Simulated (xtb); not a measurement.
A geometry relaxed with GFN2-xTB (xtb), charge 0, multiplicity 1:

```xyz
19

C     -0.7438     1.0162    -0.3958
C      3.2553    -1.0624     1.1421
C     -1.1861    -0.3339    -0.2901
H      2.0255    -2.8168     1.0863
H     -2.9282    -1.8897    -0.5285
B     -2.6270    -0.7641    -0.6394
H     -2.9558     3.7141    -1.5154
H      4.2029    -1.4301     1.4849
C      1.4419     0.4163     0.3513
C     -1.6250     2.0335    -0.8322
H      0.8663     2.4192    -0.1664
S      3.1067     0.6334     0.8030
H     -0.5629    -2.3127     0.2379
C      2.1203    -1.7572     0.9295
H     -3.4126     0.0159    -1.0120
C      1.0479    -0.9330     0.4707
C      0.5566     1.3887    -0.0782
C     -2.3218     2.9423    -1.1944
C     -0.2602    -1.2796     0.1470
```

**Question.** Write the SMILES of this molecule.

**Answer.** `Bc1cc2ccsc2cc1C#C`
